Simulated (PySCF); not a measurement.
Species: 4a,8a-azaboranaphthalene, C8H8BN.
Z-matrix (Å and degrees, PBE0-D3(BJ)/def2-SVP geometry), rows numbered from 1:
```
C 
C   1  1.3683
B   2  1.5229  1  119.41
C   3  1.5229  2  128.66  1   179.98
C   4  1.3683  3  119.40  2   179.99
C   5  1.4274  4  120.90  3     0.01
C   6  1.3616  5  121.38  4     0.00
N   7  1.3750  6  122.12  5    -0.01
C   8  1.3751  3  120.49  2     0.01
C   9  1.3615  8  122.16  3    -0.00
H   1  1.0955  2  121.41  3  -179.99
H   2  1.0946  1  118.61  3   179.99
H   4  1.0946  3  121.98  2    -0.01
H   5  1.0955  4  121.41  3   179.99
H   6  1.0915  5  120.32  4   179.99
H   7  1.0932  6  121.81  5   179.99
H   9  1.0932  8  116.05  3   180.00
H  10  1.0915  1  120.32  2   179.99
```

NICS is the negative of the GIAO shielding at a point without a nucleus: at the ring centre (0) and 1 Å above and below it (1); zz is the component along the ring normal. Level: GIAO PBE0/pcSseg-1 (PySCF, non-relativistic, gas phase) on the PBE0-D3(BJ)/def2-SVP geometry, one conformer.

Ring bond lengths (Å), with Mayer bond orders in brackets: C1–C2 1.368 (1.69), C2–B3 1.523 (1.06), B3–N8 1.475 (0.95), N8–C9 1.375 (1.12), C9–C10 1.362 (1.64), C10–C1 1.427 (1.25); B3–C4 1.523 (1.06), C4–C5 1.368 (1.69), C5–C6 1.427 (1.25), C6–C7 1.362 (1.64), C7–N8 1.375 (1.12), N8–B3 1.475 (0.95).

**Question.** Give the NICS values of each ring in ppm.

**Answer.** 
```
              ring                                                           type  NICS(0)  NICS(1), two faces  NICS(1)zz, two faces  rms pucker (Å)  centre to ring atoms, mean (Å)
C1–C2–B3–N8–C9–C10  6-membered ring with B and N; formal bonds 2 double, 4 single     -6.5         -8.7 / -8.7         -22.1 / -22.1            0.00                            1.42
 B3–C4–C5–C6–C7–N8  6-membered ring with B and N; formal bonds 2 double, 4 single     -6.5         -8.7 / -8.7         -22.1 / -22.1            0.00                            1.42
```

**Question.** What do they say, and how far can they be read as aromaticity?

**Answer.** 
- C1–C2–B3–N8–C9–C10: mean NICS(1)zz -22.1 ppm, shielded.
- B3–C4–C5–C6–C7–N8: mean NICS(1)zz -22.1 ppm, shielded.

**Question.** How do the values depend on the level or the medium?

**Answer.** 
```
                                   level  NICS(0), C1–C2–B3–N8–C9–C10  mean NICS(1)zz, C1–C2–B3–N8–C9–C10  NICS(0), B3–C4–C5–C6–C7–N8  mean NICS(1)zz, B3–C4–C5–C6–C7–N8
                      PBE0/pcSseg-1, gas                         -6.5                               -22.1                        -6.5                              -22.1
                      WP04/pcSseg-1, gas                         -6.7                               -20.9                        -6.7                              -21.0
          PBE0/pcSseg-1, IEF-PCM benzene                         -6.5                               -22.2                        -6.5                              -22.2
PBE0/pcSseg-1, IEF-PCM dimethylsulfoxide                         -6.3                               -22.3                        -6.3                              -22.3
```

The geometry is the same throughout; the continuum's cavity takes Bondi-type radii × 1.2.
